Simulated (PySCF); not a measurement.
Species: C5H12OSi.
Bonds: O1–Si2, Si2–C3, C3–C4, C4–C5, C5–C6, C6–C7, C3–C7. Hydrogens: H8 on O1; H9, H10 on Si2; H11 on C3; H12, H13 on C4; H14, H15 on C5; H16, H17 on C6; H18, H19 on C7.

Method: PBE0-D3(BJ)/def2-SVP geometry optimisation, gas phase (PySCF 2.14.0).

(1) List the bond lengths, angles and torsions at this level.

Results:

(1) 
```
          bond  length (bohr)   order
        O1–Si2          3.158  single
        Si2–C3          3.547  single
         C3–C4          2.940  single
         C4–C5          2.906  single
         C5–C6          2.883  single
         C6–C7          2.885  single
         C3–C7          2.917  single
         O1–H8          1.816  single
        Si2–H9          2.837  single
       Si2–H10          2.819  single
        C3–H11          2.087  single
C4–H12, C7–H19          2.080  single
C4–H13, C7–H18          2.086  single
C5–H14, C6–H17          2.083  single
C5–H15, C6–H16          2.082  single
```

Bonds in one row agree within 0.02 bohr and their mean is given. Orders are formal, as drawn. A selection of angles:
```
     angle  degrees
 Si2–O1–H8    116.4
 O1–Si2–C3    113.2
 O1–Si2–H9    110.6
O1–Si2–H10    105.1
 C3–Si2–H9    109.3
H9–Si2–H10    109.7
 Si2–C3–C4    113.5
 Si2–C3–C7    112.3
Si2–C3–H11    108.2
  C4–C3–C7    105.4
 C4–C3–H11    109.0
 C7–C3–H11    108.3
  C3–C4–C5    105.8
 C3–C4–H12    110.0
 C3–C4–H13    113.1
 C5–C4–H12    111.0
 C5–C4–H13    111.3
H12–C4–H13    105.9
  C4–C5–C6    104.7
 C4–C5–H14    112.8
 C4–C5–H15    109.9
 C6–C5–H14    113.5
 C6–C5–H15    109.1
H14–C5–H15    106.9
  C5–C6–C7    102.8
 C5–C6–H16    113.4
 C5–C6–H17    110.1
 C7–C6–H16    113.5
 C7–C6–H17    109.6
 C6–C7–H18    108.9
 C6–C7–H19    113.8
  C3–C7–C6    103.9
 C3–C7–H18    110.9
 C3–C7–H19    112.6
H18–C7–H19    106.7
```

Torsions: O1–Si2–C3–C4 60° (synclinal); Si2–C3–C4–C5 126° (anticlinal); C3–C4–C5–C6 23° (synperiplanar); C4–C5–C6–C7 -39° (synclinal); C5–C6–C7–C3 41° (synclinal); Si2–C3–C7–C6 -151° (antiperiplanar); H8–O1–Si2–C3 72° (synclinal). The mirror-image conformer, all signs reversed, is as good.

The 5-membered ring C3–C4–C5–C6–C7 has internal angles of 102.8° to 105.8°; it is puckered, 0.18 Å rms from its mean plane, widest ring torsion 41°. The C–C distances run from 1.526 Å (C5–C6, drawn single) to 1.556 Å (C3–C4, drawn single), a spread of 0.030 Å. Si2 (oxygen-bound silicon) is distorted tetrahedral (angles from 105.1° to 113.2°).

Point group: C1 (no symmetry element, even within 0.4 Å). Whether it is a minimum is left open (no frequencies). The numbers are those of one conformer (H–O1–Si2–C3 72°, O1–Si2–C3–C4 60°, Si2–C3–C4–C5 126°, C3–C4–C5–C6 23°, C4–C5–C6–C7 -39°, C5–C6–C7–C3 41°).

Time: 58 s of wall time; peak memory 0.68 GiB. Hardware: one thread of an Arm Neoverse V2, no GPU (shared host). This is the geometry optimisation.
